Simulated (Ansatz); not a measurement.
HAlCl, SMILES `[AlH-][Cl]` (excited triplet) (charge -1, multiplicity 3). This triplet is an excited state, 1.12 eV above the relaxed singlet at the level frozen-core CCSD(T)/aug-cc-pVTZ // PBE0-D3(BJ)/def2-TZVPD (Ansatz, an electronic-structure program).

Z-matrix (Å, degrees):
```
Al
H 1 1.6191
Cl 1 2.2337 2 113.55
```
Charge -1, spin multiplicity 3.

Frozen-core energies in aug-cc-pVDZ from Ansatz at a geometry from PBE0-D3(BJ)/def2-TZVPD; the HF reference has <S^2> = 2.00 and the T1 diagnostic is 0.016.

```csv
level,energy (Ha)
HF,-702.04807
MP2,-702.25113
CCSD,-702.27606
CCSD(T),-702.28232
```

Q: Estimate the energies of CCSDT and CCSDT(Q), and give each level's difference from CCSDT(Q).

A: 
```tsv
level	energy (Ha)	difference from CCSDT(Q) (mHa)
MP2	-702.25113	32.50
CCSD	-702.27606	7.58
CCSD(T)	-702.28232	1.32
CCSDT	-702.28318	0.46
CCSDT(Q)	-702.28364	0.00
```
